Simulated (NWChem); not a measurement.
System: C2H6BClO; SMILES COB(C)Cl

```xyz
11

B     -0.2044     0.0944     0.0029
Cl     0.4347     1.7568    -0.0045
C     -1.7618    -0.1017     0.0037
H     -2.1035    -1.1460     0.0327
H     -2.1867     0.3731    -0.8959
H     -2.2023     0.4328     0.8606
O      0.7366    -0.8623     0.0033
C      0.5172    -2.2480    -0.0028
H      0.7643    -2.6576    -0.9948
H      1.1849    -2.7134     0.7371
H     -0.5224    -2.5157     0.2413
```
Atoms are numbered in this order, from 1.

Level: PBE0/def2-SVP (NWChem), optimised geometry, unscaled harmonic frequencies. 

**Question.** List the harmonic frequencies with IR intensities, and the thermochemistry.

**Answer.** 
| frequency (cm⁻¹) | IR intensity (km/mol) |
|---|---|
| 17 | 0.3 |
| 55 | 1.0 |
| 154 | 3.0 |
| 248 | 1.3 |
| 297 | 1.2 |
| 397 | 11.3 |
| 436 | 3.5 |
| 639 | 27.6 |
| 821 | 3.7 |
| 872 | 24.0 |
| 1073 | 62.6 |
| 1104 | 175.2 |
| 1181 | 24.9 |
| 1189 | 9.3 |
| 1317 | 113.7 |
| 1398 | 260.4 |
| 1430 | 5.2 |
| 1450 | 67.2 |
| 1471 | 4.7 |
| 1479 | 5.1 |
| 1516 | 217.7 |
| 3053 | 45.1 |
| 3063 | 3.3 |
| 3149 | 0.3 |
| 3150 | 19.3 |
| 3160 | 16.7 |
| 3171 | 14.8 |

The zero-point energy is 53.3 kcal/mol, the thermal correction to the enthalpy at 298.15 K (with zero-point energy) comes out as 58.3 kcal/mol and the heat capacity Cv is 21.9 cal/(mol K). The entropy at 298.15 K and 1 atm (symmetry number 1) is 86.4 cal/(mol K). The dipole moment is 3.05 D.

Rigid rotor and harmonic oscillator; modes under 100 cm⁻¹ make the entropy uncertain.
